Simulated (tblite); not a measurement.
Parent: `[CH3:1][CH2:2][NH:3][Si@@:4]([CH3:5])([NH2:6])[OH:7]` with C1–C2–N3–Si4 -78°, C2–N3–Si4–C5 -51°, N3–Si4–N6–H 58° and -171°, N3–Si4–O7–H 56°, C3H12N2OSi.

Computed geometry: GFN2-xTB, gas phase. One conformer each, not checked by frequencies here.

| coordinate of the parent | value |
| --- | --- |
| C1–C2 | 1.527 Å |
| C2–N3 | 1.445 Å |
| N3–Si4 | 1.728 Å |
| Si4–C5 | 1.896 Å |
| Si4–N6 | 1.734 Å |
| Si4–O7 | 1.644 Å |
| C1–C2–N3 | 113.5° |
| C2–N3–Si4 | 123.2° |
| N3–Si4–C5 | 108.3° |
| N3–Si4–N6 | 114.2° |
| N3–Si4–O7 | 106.1° |
| C5–Si4–N6 | 107.5° |
| C5–Si4–O7 | 112.4° |
| N6–Si4–O7 | 108.3° |

Problem. How does the shared frame change in `[CH3:1][Si@:2]([NH2:3])([OH:4])[NH:5][CH2:6][CH2:7][C:8]([NH2:9])=[O:10]` with C1–Si2–N3–H 65° and -66°, C1–Si2–O4–H 180°, C1–Si2–N5–C6 -93°, Si2–N5–C6–C7 78°, N5–C6–C7–C8 -79°, C4H13N3O2Si? Atoms pair as C1 = C7, C2 = C6, N3 = N5, Si4 = Si2, C5 = C1, N6 = N3, O7 = O4 (parent first).

Solution. 
```json
{"parent": "C1–C2", "relative": "C7–C6", "value in the relative": "1.540 Å", "change": "+0.013"}
{"parent": "C2–N3", "relative": "C6–N5", "value in the relative": "1.437 Å", "change": "-0.008"}
{"parent": "N3–Si4", "relative": "N5–Si2", "value in the relative": "1.734 Å", "change": "+0.006"}
{"parent": "Si4–C5", "relative": "Si2–C1", "value in the relative": "1.909 Å", "change": "+0.013"}
{"parent": "Si4–N6", "relative": "Si2–N3", "value in the relative": "1.725 Å", "change": "-0.009"}
{"parent": "Si4–O7", "relative": "Si2–O4", "value in the relative": "1.635 Å", "change": "-0.009"}
{"parent": "C1–C2–N3", "relative": "C7–C6–N5", "value in the relative": "114.3°", "change": "+0.8"}
{"parent": "C2–N3–Si4", "relative": "C6–N5–Si2", "value in the relative": "125.0°", "change": "+1.8"}
{"parent": "N3–Si4–C5", "relative": "N5–Si2–C1", "value in the relative": "114.2°", "change": "+5.9"}
{"parent": "N3–Si4–N6", "relative": "N5–Si2–N3", "value in the relative": "104.9°", "change": "-9.3"}
{"parent": "N3–Si4–O7", "relative": "N5–Si2–O4", "value in the relative": "108.0°", "change": "+1.9"}
{"parent": "C5–Si4–N6", "relative": "C1–Si2–N3", "value in the relative": "117.7°", "change": "+10.2"}
{"parent": "C5–Si4–O7", "relative": "C1–Si2–O4", "value in the relative": "101.9°", "change": "-10.5"}
{"parent": "N6–Si4–O7", "relative": "N3–Si2–O4", "value in the relative": "109.8°", "change": "+1.5"}
```

Of the parent's bonds, C1–C2 and Si4–C5 change most and about equally (+0.013 Å). Bonds of the relative outside the shared frame: C7–C8 1.515, C8–N9 1.354, C8=O10 1.212 Å. Point group C1 → C1.

Problem. How does the shared frame change in `[CH3:1][Si@:2]([NH2:3])([OH:4])[NH:5][CH2:6][CH2:7][NH2:8]` with C1–Si2–N3–H -172° and 55°, C1–Si2–O4–H 63°, C1–Si2–N5–C6 38°, Si2–N5–C6–C7 63°, N5–C6–C7–N8 49°, C3H13N3OSi? Atoms pair as C1 = C7, C2 = C6, N3 = N5, Si4 = Si2, C5 = C1, N6 = N3, O7 = O4 (parent first).

Solution. 
| parent | relative | value in the relative | change |
| --- | --- | --- | --- |
| C1–C2 | C7–C6 | 1.545 Å | +0.018 |
| C2–N3 | C6–N5 | 1.449 Å | +0.004 |
| N3–Si4 | N5–Si2 | 1.730 Å | +0.002 |
| Si4–C5 | Si2–C1 | 1.893 Å | -0.003 |
| Si4–N6 | Si2–N3 | 1.732 Å | -0.002 |
| Si4–O7 | Si2–O4 | 1.644 Å | 0.000 |
| C1–C2–N3 | C7–C6–N5 | 113.9° | +0.4 |
| C2–N3–Si4 | C6–N5–Si2 | 124.3° | +1.1 |
| N3–Si4–C5 | N5–Si2–C1 | 109.7° | +1.4 |
| N3–Si4–N6 | N5–Si2–N3 | 112.6° | -1.6 |
| N3–Si4–O7 | N5–Si2–O4 | 107.8° | +1.7 |
| C5–Si4–N6 | C1–Si2–N3 | 107.3° | -0.2 |
| C5–Si4–O7 | C1–Si2–O4 | 113.4° | +1.0 |
| N6–Si4–O7 | N3–Si2–O4 | 106.1° | -2.2 |

Of the parent's bonds, C1–C2 changes most (+0.018 Å). Bonds of the relative outside the shared frame: C7–N8 1.450 Å. Point group C1 → C1.

Problem. How does the shared frame change in `[CH3:1][CH2:2][CH2:3][NH:4][Si@:5]([CH3:6])([NH2:7])[OH:8]` with C1–C2–C3–N4 178°, C2–C3–N4–Si5 -151°, C3–N4–Si5–C6 52°, N4–Si5–N7–H 80° and -143°, N4–Si5–O8–H -50°, C4H14N2OSi? Atoms pair as C1 = C2, C2 = C3, N3 = N4, Si4 = Si5, C5 = C6, N6 = N7, O7 = O8 (parent first).

Solution. 
| parent | relative | value in the relative | change |
| --- | --- | --- | --- |
| C1–C2 | C2–C3 | 1.529 Å | +0.002 |
| C2–N3 | C3–N4 | 1.444 Å | -0.001 |
| N3–Si4 | N4–Si5 | 1.725 Å | -0.003 |
| Si4–C5 | Si5–C6 | 1.905 Å | +0.009 |
| Si4–N6 | Si5–N7 | 1.731 Å | -0.003 |
| Si4–O7 | Si5–O8 | 1.636 Å | -0.008 |
| C1–C2–N3 | C2–C3–N4 | 111.2° | -2.3 |
| C2–N3–Si4 | C3–N4–Si5 | 124.5° | +1.3 |
| N3–Si4–C5 | N4–Si5–C6 | 106.4° | -1.9 |
| N3–Si4–N6 | N4–Si5–N7 | 114.4° | +0.2 |
| N3–Si4–O7 | N4–Si5–O8 | 108.1° | +2.0 |
| C5–Si4–N6 | C6–Si5–N7 | 114.4° | +6.9 |
| C5–Si4–O7 | C6–Si5–O8 | 112.7° | +0.3 |
| N6–Si4–O7 | N7–Si5–O8 | 100.8° | -7.5 |

Of the parent's bonds, Si4–C5 and Si4–O7 change most and about equally (-0.008 to +0.009 Å). Bonds of the relative outside the shared frame: C1–C2 1.523 Å. Point group C1 → C1.

Problem. How does the shared frame change in `[CH3:1][Si@@:2]([NH2:3])([OH:4])[NH:5][CH2:6][CH2:7][C:8]#[N:9]` with C1–Si2–N3–H 64° and -69°, C1–Si2–O4–H -177°, C1–Si2–N5–C6 -58°, Si2–N5–C6–C7 87°, N5–C6–C7–C8 179°, C4H11N3OSi? Atoms pair as C1 = C7, C2 = C6, N3 = N5, Si4 = Si2, C5 = C1, N6 = N3, O7 = O4 (parent first).

Solution. 
| parent | relative | value in the relative | change |
| --- | --- | --- | --- |
| C1–C2 | C7–C6 | 1.547 Å | +0.020 |
| C2–N3 | C6–N5 | 1.434 Å | -0.011 |
| N3–Si4 | N5–Si2 | 1.731 Å | +0.003 |
| Si4–C5 | Si2–C1 | 1.906 Å | +0.010 |
| Si4–N6 | Si2–N3 | 1.732 Å | -0.002 |
| Si4–O7 | Si2–O4 | 1.627 Å | -0.017 |
| C1–C2–N3 | C7–C6–N5 | 112.9° | -0.6 |
| C2–N3–Si4 | C6–N5–Si2 | 123.5° | +0.3 |
| N3–Si4–C5 | N5–Si2–C1 | 115.7° | +7.4 |
| N3–Si4–N6 | N5–Si2–N3 | 102.4° | -11.8 |
| N3–Si4–O7 | N5–Si2–O4 | 109.7° | +3.6 |
| C5–Si4–N6 | C1–Si2–N3 | 116.6° | +9.1 |
| C5–Si4–O7 | C1–Si2–O4 | 102.6° | -9.8 |
| N6–Si4–O7 | N3–Si2–O4 | 109.9° | +1.6 |

Of the parent's bonds, C1–C2 changes most (+0.020 Å). Bonds of the relative outside the shared frame: C7–C8 1.436, C8≡N9 1.144 Å. Point group C1 → C1.
